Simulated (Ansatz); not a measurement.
Ideal-gas functions of AuHS (`[SH][Au]`) at 800 K and 1 bar, from an Ansatz frequency run at PBE0-D4/def2-TZVP.

Molar mass 230.04 g/mol, point group Cs (symmetry number 1), electronic degeneracy 1, moments of inertia 1.751, 142.318, 144.069 u Å². Harmonic wavenumbers (cm⁻¹, unscaled): 369, 718, 2687.

Use S(trans) = R[1.5 ln M + 2.5 ln T − 1.1517]; rotational temperatures θ = 24.2544 K / I; S(rot) = R[ln(√π/σ · √(T³/θAθBθC)) + 1.5]; for each mode x = 1.438777 ν̃/T, S = R[x/(eˣ − 1) − ln(1 − e⁻ˣ)] and H = RT x/(eˣ − 1); 1 cm⁻¹ = 0.0119627 kJ/mol; R = 8.31446 J/(mol·K).

Question: By hand: the entropy, in J/(mol·K).

Answer: Translation 197.2. Rotation: θ = 13.8517, 0.1704, 0.1684 K, giving 104.4. Vibration, mode by mode: 11.87, 6.74, 0.39, in all 19.0. Electronic 0.0. Sum 320.6 J/(mol·K).

Question: By hand: H − E and G − E in kJ/mol, counted from the electronic energy.

Answer: Zero-point energy ½ × 3774 × 0.0119627 = 22.6; thermal vibration 8.2; translation, rotation and pV give 4 RT = 26.6. H − E = 57.4 kJ/mol, and G − E = 57.4 − 800 × 320.6/1000 = -199.1 kJ/mol.

Vibration gives 6 % of the entropy.
